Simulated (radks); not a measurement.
Values are calculated unless marked as measured or tabulated.
Question: The mean radii <r> (bohr) of the occupied orbitals of an atom or ion are listed with their occupations. Level of theory: scalar-relativistic Kohn-Sham, r2SCAN, spin-unpolarised, spherical densities, finite nucleus; meta-GGA in the generalised Kohn-Sham scheme; Fermi nuclear charge, rms radius of each element as measured or else 0.836 A^(1/3) + 0.57 fm (a radial shooting solver on a logarithmic mesh with Libxc functionals).

| orbital | occ. | <r> |
|---|---|---|
| 1s | 2 | 0.03707 |
| 2s | 2 | 0.1625 |
| 2p | 6 | 0.1417 |
| 3s | 2 | 0.4574 |
| 3p | 6 | 0.4614 |
| 3d | 10 | 0.4526 |
| 4s | 2 | 1.216 |
| 4p | 6 | 1.370 |
| 5s | 2 | 3.759 |
| 4d | 2 | 2.297 |

Name the element and its charge.

Answer: Z = 40, zirconium, charge 0: Zr in [Kr] 4d2 5s2. The 1s radius gives Z: for a bare nucleus <r> = (2 gamma + 1)/(2Z) with gamma = sqrt(1 - (Z/c)^2), 0.03641 bohr for Z = 40, and screening makes it slightly larger (0.03707 here). The occupations add up to 40, and the charge is Z minus that.
